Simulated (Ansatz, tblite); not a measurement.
Removing and adding an electron: `c1coc(-c2ccc(-c3ccc(-c4ccc(-c5ccc(-c6ccc(-c7ccc(-c8ccc(-c9ccco9)o8)o7)o6)o5)o4)o3)o2)c1`. The state is a singlet with charge 0. Geometry: PBE-D4/def2-SVP. Ansatz, gas phase; energy differences of separate SCF runs; the oxidised species was run as a doublet alone; the reduced species was run as a doublet alone.

Cartesian coordinates in Å:
```
C -3.981 12.735 -2.523
C -3.389 11.689 -3.195
O -3.237 10.616 -2.370
C -3.738 10.969 -1.146
C -3.691 9.991 -0.092
C -4.104 10.025 1.236
C -3.796 8.752 1.786
C -3.211 8.012 0.762
C -2.696 6.675 0.709
C -2.605 5.666 1.664
C -1.998 4.554 1.021
C -1.753 4.948 -0.291
C -1.170 4.287 -1.417
C -0.926 4.690 -2.726
C -0.319 3.583 -3.376
C -0.227 2.567 -2.428
C 0.289 1.232 -2.497
C 0.868 0.506 -3.534
C 1.186 -0.772 -3.005
C 0.782 -0.756 -1.674
C 0.834 -1.736 -0.633
C 0.431 -1.733 0.698
C 0.752 -3.017 1.217
C 1.335 -3.729 0.174
C 1.863 -5.054 0.066
C 2.442 -5.756 -0.985
C 2.769 -7.042 -0.478
C 2.370 -7.051 0.854
C 2.434 -8.051 1.876
C 2.043 -8.080 3.209
C 2.378 -9.374 3.694
C 2.954 -10.059 2.631
C 3.489 -11.388 2.500
C 3.618 -12.442 3.395
C 4.232 -13.509 2.667
C 4.431 -13.038 1.389
O 3.985 -11.756 1.278
O 2.987 -9.253 1.525
O 1.819 -5.842 1.187
O 1.384 -2.950 -0.953
O 0.237 0.461 -1.365
O -0.746 2.998 -1.236
O -2.177 6.236 -0.479
O -3.150 8.768 -0.377
C -4.211 12.273 -1.190
H -4.224 13.721 -2.935
H -3.029 11.555 -4.220
H -4.573 10.873 1.745
H -3.977 8.409 2.810
H -2.939 5.730 2.705
H -1.760 3.575 1.448
H -1.165 5.672 -3.146
H 0.015 3.526 -4.417
H 1.040 0.865 -4.554
H 1.654 -1.617 -3.521
H -0.041 -0.894 1.219
H 0.586 -3.393 2.231
H 2.604 -5.371 -1.997
H 3.239 -7.877 -1.007
H 1.571 -7.259 3.757
H 2.219 -9.767 4.704
H 3.310 -12.443 4.446
H 4.493 -14.505 3.044
H 4.860 -13.472 0.481
H -4.667 12.827 -0.362
```

The xTB rows come from tblite. Single mean-field runs in def2-SVP are fitted with def2-universal-jkfit.

Estimate orbital energies and vertical ionisation energies and electron affinities at: GFN1-xTB; GFN2-xTB; PBE-D4/def2-SVP; PBE0-D4/def2-SVP.


```tsv
level	−HOMO (eV)	vertical IE (eV)	−LUMO (eV)	vertical EA (eV)	HOMO–LUMO gap (eV)	IE − EA (eV)
GFN1-xTB	10.16	11.40	8.48	7.23	1.68	4.17
GFN2-xTB	9.45	10.71	7.73	6.47	1.72	4.24
PBE-D4/def2-SVP	4.07	5.31	2.49	1.32	1.58	3.99
PBE0-D4/def2-SVP	4.78	5.66	1.95	1.15	2.83	4.51
```

   Raw xTB energy differences between charge states are shifted by several eV; the methods need an empirical correction for them. Sets without diffuse functions give affinities that are too small.
